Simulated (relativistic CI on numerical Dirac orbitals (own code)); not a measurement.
**Ho4+ (4f9) in a crystal field**

Calculated by Dirac-Coulomb-Breit CI, orbitals from a KLI potential per configuration, a model potential for QED, one configuration in a parametric crystal field, unscaled Slater integrals (own radial code).

Field parameters in Wybourne normalisation; cubic f-shell fields have B⁴₄ = √(5/14) B⁴₀ and B⁶₄ = −√(7/2) B⁶₀. The field is a parameter set, without covalency.

S is read from ⟨S²⟩ = S(S + 1).

Powder χT (cm³ K mol⁻¹) by Van Vleck's formula, with temperature-independent terms:

```
                            Field   2 K   5 K  10 K  20 K  50 K  100 K  200 K  300 K
  Oh, B40 = -2980, B60 = 960 cm⁻¹  9.25  9.49  9.89  10.6  11.9   12.9   13.4   13.6
Oh, B40 = -1720, B60 = -1250 cm⁻¹  5.02  6.38  8.42  10.7  12.2   12.7   13.2   13.5
```

For Oh, B40 = -1720, B60 = -1250 cm⁻¹: what effective moment follows at 300 K?

μ_eff = √(8χT) = 10.39 μB. The LS value g√(J(J + 1)) of the free ion's 6H°_15/2 level is 10.65 μB.
